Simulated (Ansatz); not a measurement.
MgSe₂. The state is a singlet with charge 0. Geometry PBE-D4/def2-TZVP; atoms count from 1.

```xyz
3

Mg   -0.001   -0.002   -0.002
Se   -2.044    0.767    1.048
Se    2.045   -0.765   -1.046
```

The restricted singlet is unstable towards broken spin symmetry at other levels; at PBE0-D4/def2-TZVP this wasn't settled. The geometry of the singlet was relaxed on an unsound state (an occupied level 0.55 eV above an empty one). Another isomer (triplet) lies 1.75 eV lower at PBE0-D4/def2-TZVP; other spin states weren't run for this one.

(1) Estimate the Mulliken populations from the PBE0/def2-TZVP orbitals of Ansatz.

(2) And the Mayer bond orders between bonded heavy atoms (over 0.3)?

## Answers

(1) 
```json
{"atom": "Mg1", "charge (e)": "0.72"}
{"atom": "Se2", "charge (e)": "-0.36"}
{"atom": "Se3", "charge (e)": "-0.36"}
```
Mulliken values and Mayer orders depend strongly on the basis.

(2) Mg1–Se2 1.02 (2.42 Å); Mg1–Se3 1.02 (2.42 Å). Values over 0.3 also appear between atoms too far apart for a bond (Se2–Se3 0.87 at 4.84 Å); they arise where an orbital or an unpaired electron spreads over both atoms.
